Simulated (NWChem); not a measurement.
# B2F3 cation

```xyz
5

F      0.0000     0.0000    -2.3029
B      0.0000     0.0000    -1.0823
B      0.0000     0.0000     0.6881
F      0.0000     1.1550     1.2453
F      0.0000    -1.1550     1.2453
```
Atoms are numbered in this order, from 1.

Program: NWChem. Pople sets run with spherical d functions. Structure relaxed at the PBE0/def2-SVP level. GIAO values for the isolated, static molecule; σ is the absolute isotropic shielding, δ = σ(reference) − σ with the isolated reference molecule computed at the same levels (11B: boron trifluoride, 19F: trichlorofluoromethane).

Estimate the computed values for Hartree-Fock/6-31G*. Quantities: δ F1 (ppm); δ B2 (ppm); δ B3 (ppm); δ F4 (ppm).


- δ F1 (ppm): 46.4
- δ B2 (ppm): 15.9
- δ B3 (ppm): 5.8
- δ F4 (ppm): -1.0
